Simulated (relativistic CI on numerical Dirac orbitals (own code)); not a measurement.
## Judd-Ofelt analysis for Eu4+

Calculated at this level of theory: Dirac-Coulomb-Breit CI, separate exchange-only KLI orbitals for each configuration, model QED (radiative potential, 1s self-energy scaled to tabulated hydrogen-like ionisation energies), valence Slater integrals scaled by 0.8 (own radial code, finite nucleus).

Configuration 4f5 alone, in intermediate coupling. Take Ω₂ = 3.42, Ω₄ = 5.08, Ω₆ = 0.92 (10⁻²⁰ cm²) and refractive index n = 1.86 as given. A_ED = 64π⁴e²ν³ n(n² + 2)²/[27h(2J + 1)] Σ Ω_λ |U^λ|², in Gaussian units with ν in cm⁻¹, and A_MD is n³ times the free-ion magnetic-dipole rate; a dash marks a rate that is forbidden or under 2 % of the level's free-ion decay.

Emitting level 4G°_5/2 at 18298 cm⁻¹ (radiative decay alone: multiphonon quenching in a host is left out, and the level can lie too high or too low):

| To | ν (cm⁻¹) | U² squared | U⁴ squared | U⁶ squared | Free-ion A(M1) (s⁻¹) |
| --- | --- | --- | --- | --- | --- |
| 6H°_5/2 | 18298 | 0.0006 | 0.0002 | 0.0000 | 5.39 |
| 6H°_7/2 | 16978 | 0.0003 | 0.0124 | 0.0154 | 4.38 |
| 6H°_9/2 | 15474 | 0.0184 | 0.0092 | 0.0021 | - |
| 6H°_11/2 | 13860 | 0.0000 | 0.0082 | 0.0038 | - |
| 6H°_13/2 | 12190 | 0.0000 | 0.0006 | 0.0027 | - |
| 6F°_1/2 | 10856 | 0.0012 | 0.0000 | 0.0000 | - |
| 6F°_3/2 | 10618 | 0.0013 | 0.0004 | 0.0000 | 2 |
| 6H°_15/2 | 10513 | 0.0000 | 0.0000 | 0.0000 | - |
| 6F°_5/2 | 10063 | 0.0104 | 0.0030 | 0.0000 | 1.35 |
| 6F°_7/2 | 8966 | 0.0004 | 0.0023 | 0.0006 | 0.457 |
| 6F°_9/2 | 7466 | 0.0021 | 0.0002 | 0.0005 | - |
| 6F°_11/2 | 5731 | 0.0000 | 0.0000 | 0.0008 | - |

Question: Give the rates, branching ratios and the radiative lifetime.

Answer: The rates are:

| To | λ (nm) | A_ED (s⁻¹) | A_MD (s⁻¹) | β (%) |
| --- | --- | --- | --- | --- |
| 6H°_5/2 | 546 | 13.8 | 34.7 | 5.7 |
| 6H°_7/2 | 589 | 284 | 28.2 | 36.9 |
| 6H°_9/2 | 646 | 307 | 0 | 36.3 |
| 6H°_11/2 | 722 | 89.1 | 0 | 10.5 |
| 6H°_13/2 | 820 | 7.2 | 0 | 0.9 |
| 6F°_1/2 | 921 | 4.06 | 0 | 0.5 |
| 6F°_3/2 | 942 | 5.64 | 12.9 | 2.2 |
| 6H°_15/2 | 951 | 0 | 0 | 0.0 |
| 6F°_5/2 | 994 | 38.5 | 8.69 | 5.6 |
| 6F°_7/2 | 1115 | 7.18 | 2.94 | 1.2 |
| 6F°_9/2 | 1339 | 2.74 | 0 | 0.3 |
| 6F°_11/2 | 1745 | 0.106 | 0 | 0.0 |

τ_rad = 1.18e-03 s. Computed level positions enter as ν³, so measured ones would change the rates. For the strongest line (589 nm) and an assumed effective width Δλ = 10 nm (300 cm⁻¹), the Füchtbauer-Ladenburg formula σ = λ⁴A/(8πcn²Δλ) gives a peak emission cross-section of 0.14 × 10⁻²⁰ cm².
